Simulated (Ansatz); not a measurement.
Reaction (cleavage of the B–Si bond): `[SiH3]B[SiH2]Cl` + `C[SiH2]O` → `C[SiH2]OB[SiH3]` + `[SiH3]Cl`

Program: Ansatz. Geometries: PBE0-D4/def2-TZVP. ΔE: electronic, gas phase. CCSD(T)/CBS is the MP2 limit (def2-TZVPP, def2-QZVPP) plus CCSD(T) − MP2 in def2-TZVPP, frozen cores. This one scheme is used for every species. Functionals use def2-TZVPP. Each species was taken in one conformer, which may not be the lowest.

`[SiH3]B[SiH2]Cl`:

Z-matrix (Å, degrees):
```
Si
B 1 2.010
H 1 1.489 2 111.5
H 1 1.488 2 114.1 3 123.7
H 1 1.493 2 105.9 3 -117.6
Si 2 1.996 1 120.2 3 -134.9
H 2 1.195 1 118.0 3 46.1
Cl 6 2.064 2 115.2 1 -173.5
H 6 1.490 2 108.1 1 66.2
H 6 1.488 2 110.2 1 -51.8
```

`C[SiH2]O`:

```xyz
9

C    -1.080    0.143   -0.436
Si    0.454   -0.005    0.611
O     1.665   -0.831   -0.150
H    -1.870    0.655    0.122
H    -1.452   -0.842   -0.726
H    -0.889    0.719   -1.346
H     0.173   -0.785    1.841
H     0.915    1.363    0.989
H     2.082   -0.415   -0.905
```

`C[SiH2]OB[SiH3]`:

Z-matrix (Å, degrees):
```
C
Si 1 1.857
H 1 1.094 2 109.3
H 1 1.092 2 111.6 3 -119.4
H 1 1.092 2 111.6 3 119.4
O 2 1.667 1 112.4 3 -180.0
H 2 1.484 1 111.1 3 61.1
H 2 1.484 1 111.2 3 -61.0
B 6 1.344 2 134.3 1 -0.4
Si 9 2.032 6 120.6 2 -180.0
H 9 1.210 6 119.2 2 0.1
H 10 1.492 9 109.7 6 121.6
H 10 1.492 9 109.7 6 -121.4
H 10 1.489 9 113.8 6 0.1
```

`[SiH3]Cl`:

Z-matrix (Å, degrees):
```
Si
Cl 1 2.054
H 1 1.481 2 108.5
H 1 1.481 2 108.5 3 -120.0
H 1 1.481 2 108.5 3 120.0
```

```csv
level,ΔE (kcal/mol)
BHLYP-D4,-37.5
PBE0,-33.7
CAM-B3LYP,-38.0
HF/CBS(def2),-38.8
```

(1) What does CCSD(T)/CBS give? (Estimate.)

Largest T1 diagnostic among the species: 0.013.

## Answers

(1) Computed: -35.4 kcal/mol. The listed levels differ from it by -2.1, 1.7, -2.6, -3.4 kcal/mol.

From BLYP to BHLYP (50 % exact exchange), in def2-TZVPP and without D4, ΔE moves by −1.3 kcal/mol. At CCSD(T), def2-SVP lies −5.8 kcal/mol from the extrapolated value and def2-TZVPP −0.7 kcal/mol. Leaving LDA and LC-ωPBE aside and taking each functional with its dispersion term where it has one, the values, not all of them listed here, spread over 4.9 kcal/mol, from CAM-B3LYP-D4 to revPBE-D4. LDA lies −1.9 kcal/mol from PBE without D4.
